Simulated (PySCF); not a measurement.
PySCF 2.14 output of an unrestricted B2PLYP calculation on a single atom or ion in ANO-RCC-VTZP (8s7p5d3f2g1h, 104 functions), with the spin-free X2C one-electron Hamiltonian (Gaussian nucleus):

```
SCF conv_tol = 1e-09
number electrons alpha = 32  beta = 27
    A. D. Becke.,  Phys. Rev. A 38, 3098 (1988)
    C. Lee, W. Yang, and R. G. Parr.,  Phys. Rev. B 37, 785 (1988)
    B. Miehlich, A. Savin, H. Stoll, and H. Preuss.,  Chem. Phys. Lett. 157, 200 (1989)
cycle= 1 E= -10017.8424454038  delta_E= -0.00708  |g|= 0.0258  |ddm|= 0.0667
cycle= 2 E= -10017.842550444  delta_E= -0.000105  |g|= 0.0114  |ddm|= 0.0118
cycle= 3 E= -10017.8425726149  delta_E= -2.22e-05  |g|= 0.00367  |ddm|= 0.00539
cycle= 4 E= -10017.8425792624  delta_E= -6.65e-06  |g|= 0.000755  |ddm|= 0.00608
cycle= 5 E= -10017.8425881394  delta_E= -8.88e-06  |g|= 0.00106  |ddm|= 0.00781
cycle= 6 E= -10017.8425719392  delta_E= 1.62e-05  |g|= 0.000171  |ddm|= 0.021
cycle= 7 E= -10017.8425716076  delta_E= 3.32e-07  |g|= 1.82e-05  |ddm|= 0.00349
cycle= 8 E= -10017.8425716079  delta_E= -3.09e-10  |g|= 3.8e-06  |ddm|= 2.57e-05
converged SCF energy = -10017.8425716079  <S^2> = 8.7516853  2S+1 = 6.0005617
```

The run itself started from symmetry-adapted Hartree-Fock orbitals and held the occupation by maximum overlap, on a logarithmic radial grid, so the iterations belong to that start.

**Question.** Which element, charge and spin multiplicity is this?

**Answer.** Pm²⁺ (promethium, charge +2), multiplicity 6; the state was [Xe] 4f4 6s1, one real determinant (an excited configuration). The SCF energy lacks the PT2 part of the double hybrid.

⟨L²⟩ = 34.01 against 42 for a pure I term, so this real determinant mixes terms. Spin-orbit coupling, absent here, splits the open shell strongly.
